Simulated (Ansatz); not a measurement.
Frontier orbitals of C7H12 (`CC=C1CCCC1`).

| atom | x (Å) | y (Å) | z (Å) |
| --- | --- | --- | --- |
| C1 | 0.284 | 2.692 | -0.569 |
| C2 | -0.664 | 1.555 | -0.395 |
| C3 | -0.328 | 0.295 | -0.136 |
| C4 | 1.074 | -0.238 | 0.064 |
| C5 | 0.900 | -1.754 | 0.190 |
| C6 | -0.498 | -1.911 | 0.781 |
| C7 | -1.303 | -0.845 | 0.041 |
| H8 | 1.323 | 2.381 | -0.448 |
| H9 | 0.085 | 3.487 | 0.157 |
| H10 | 0.183 | 3.145 | -1.561 |
| H11 | -1.722 | 1.793 | -0.490 |
| H12 | 1.498 | 0.171 | 0.989 |
| H13 | 1.754 | 0.044 | -0.743 |
| H14 | 0.928 | -2.215 | -0.804 |
| H15 | 1.681 | -2.226 | 0.789 |
| H16 | -0.905 | -2.917 | 0.667 |
| H17 | -0.474 | -1.682 | 1.852 |
| H18 | -1.601 | -1.233 | -0.941 |
| H19 | -2.216 | -0.542 | 0.557 |

Total charge 0; spin multiplicity 1. All single points use the PBE0-D4/def2-TZVP geometry. Basis def2-TZVPP, Ansatz 0.2.0.

A caution on the coupled-cluster cation, which keeps the state that its UHF reference found: it lies well above the hybrids' cation and may not be the lowest state.

```csv
functional,HOMO (eV),LUMO (eV),gap (eV)
PBE,-5.37,-0.40,4.97
PBE0,-6.47,0.59,7.06
B3LYP,-6.27,0.35,6.62
r2SCANh,-5.95,0.21,6.16
ωB97M-V,-8.68,2.55,11.23
```

(1) What is the vertical ionisation energy at frozen-core CCSD(T)/CBS(def2)? (An estimate is asked.)

## Answers

(1) The calculation gave: 8.84 eV (T1 of the cation 0.016).

From PBE to PBE0 the HOMO moves by −1.09 eV and the LUMO by +0.98 eV, and with ωB97M-V by −3.31 and +2.94 eV, so the gap grows from 4.98 to 11.23 eV with exact exchange. A positive LUMO is unbound and depends on the basis. −ε(HOMO) differs from that ionisation energy by −3.47 eV with PBE and −0.16 eV with ωB97M-V.

B3LYP here is the variant with VWN-RPA as its local correlation; programs differ in this.
